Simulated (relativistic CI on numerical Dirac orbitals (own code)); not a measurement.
# Mn³⁺: L2,3 absorption edge

Computed with this model: Dirac-Coulomb-Breit CI, orbitals from a KLI potential per configuration, a model potential for QED, valence Slater integrals scaled by 0.8, multiplet model of core-to-valence dipole absorption; configurations [Ar] 3d4 → [He] 2s2 2p5 3s2 3p6 3d5; 80 K; Lorentzian 0.4 eV and Gaussian 0.3 eV FWHM. Energies are those of the free ion, without screening or charge transfer. The branching ratio is the share of the lower-energy edge in the whole absorption, uncertain by about 0.02 where the edges overlap. S is read from ⟨S²⟩ = S(S + 1).

Field parameters in Wybourne normalisation: D3d B²₀ = −7Dσ, B⁴₀ = −14Dq − 21Dτ, B⁴₃ = −14√(10/7) Dq; Oh B⁴₀ = 21Dq, B⁴₄ = √(5/14) B⁴₀; Td as Oh with Dq negative (B⁴₀ = 21Dq, B⁴₄ = √(5/14) B⁴₀). The field is a parameter set, without covalency.

Case Td, 10Dq = -14600 cm⁻¹, the dichroism is that of the ground state at zero temperature, magnetised by exchange field 10 meV on Sz. The dichroism I(Δm = −1) − I(Δm = +1), over the sum of the three polarisations, integrates to -0.0643 on the lower edge and 0.1437 on the upper edge. The branching ratio is 0.695.

(1) Use the orbital sum rule with 6 holes to get ⟨Lz⟩.

## Answers

(1) For a p → d edge ⟨Lz⟩ = 2 × n_h × (sum of both integrals) in this sign convention = 0.95; the ground state itself has ⟨Lz⟩ = 0.99 and ⟨Sz⟩ = -1.99. The rule assumes one radial integral for both edges, which relativistic orbitals only approach.
